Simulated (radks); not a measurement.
Values are calculated unless marked as measured or tabulated.
Problem. Species: Co9+. Configuration: [Ar]. Level of theory: Dirac Kohn-Sham, PBE, spin-unpolarised, spherical densities, point nucleus (a radial shooting solver on a logarithmic mesh with Libxc functionals). Some entries of the table are withheld. Estimate them.

orbital  occ.  eigenvalue (eV)  <r^2> (bohr^2)  r(max) (bohr)
1s1/2       2        -7812.980        0.004249        0.03678
2s1/2       2        -1126.160         0.07654            (1)
2p1/2       2        -1006.939         0.06073         0.1704
2p3/2       4        -992.1163         0.06229         0.1729
3s1/2       2        -299.6537             (2)         0.6396
3p1/2       2        -262.6431             (3)         0.6327
3p3/2       4        -260.1895             (4)         0.6385

Solution. 
(1) 2s1/2 r(max) (bohr): 0.2131
(2) 3s1/2 <r^2> (bohr^2): 0.5688
(3) 3p1/2 <r^2> (bohr^2): 0.5824
(4) 3p3/2 <r^2> (bohr^2): 0.5922
